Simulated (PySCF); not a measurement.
Si(H)(F)(OMe)(NH2) (CH₆FNOSi), SMILES F[SiH](N)OC.

Geometry optimised at PBE-D3(BJ)/def2-SVP. The structure was generated by enumeration, and PubChem lists no compound with its InChIKey, so it may never have been made. One conformer was computed; it need not be the lowest.

All values below come from PBE-D3(BJ)/def2-SVP run with PySCF 2.14.0.

Frequencies are harmonic and unscaled.

Task: Give all harmonic wavenumbers and intensities. (An estimate is asked for; the answer gives what the named calculation found.)

Result: 
| mode | ν (cm⁻¹) | IR (km/mol) | moving atoms (share of kinetic energy) |
|---|---|---|---|
| 1 | 75 | 3.9 | H 39 %, O 32 %, C 15 % |
| 2 | 90 | 1.2 | H 83 % |
| 3 | 147 | 9.7 | H 35 %, F 22 %, C 21 %, N 14 % |
| 4 | 206 | 5.0 | H 57 %, C 15 %, O 14 %, F 9 % |
| 5 | 247 | 99.6 | H 70 %, F 15 % |
| 6 | 310 | 99.2 | N 41 %, H 34 %, F 14 % |
| 7 | 346 | 26.6 | H 33 %, Si 28 %, N 15 %, F 11 %, O 10 % |
| 8 | 378 | 15.4 | O 35 %, F 19 %, H 17 %, Si 17 % |
| 9 | 686 | 14.9 | H 59 %, N 18 %, O 8 % |
| 10 | 725 | 32.9 | H 46 %, O 27 %, Si 14 %, C 9 % |
| 11 | 799 | 39.7 | H 39 %, F 36 %, Si 17 % |
| 12 | 862 | 28.1 | H 71 %, N 21 % |
| 13 | 885 | 224.3 | H 42 %, Si 36 %, F 10 % |
| 14 | 944 | 224.9 | Si 46 %, H 23 %, N 23 % |
| 15 | 1122 | 165.9 | H 36 %, O 32 %, C 31 % |
| 16 | 1138 | 7.1 | H 75 %, C 19 % |
| 17 | 1175 | 144.6 | H 43 %, O 31 %, C 25 % |
| 18 | 1418 | 2.8 | H 93 % |
| 19 | 1426 | 6.7 | H 92 % |
| 20 | 1428 | 4.2 | H 96 % |
| 21 | 1476 | 64.9 | H 88 %, N 12 % |
| 22 | 2215 | 133.8 | H 97 % |
| 23 | 2929 | 76.1 | H 97 % |
| 24 | 3006 | 33.0 | H 90 %, C 10 % |
| 25 | 3041 | 26.2 | H 90 %, C 10 % |
| 26 | 3517 | 36.9 | H 96 % |
| 27 | 3621 | 39.9 | H 91 %, N 9 % |
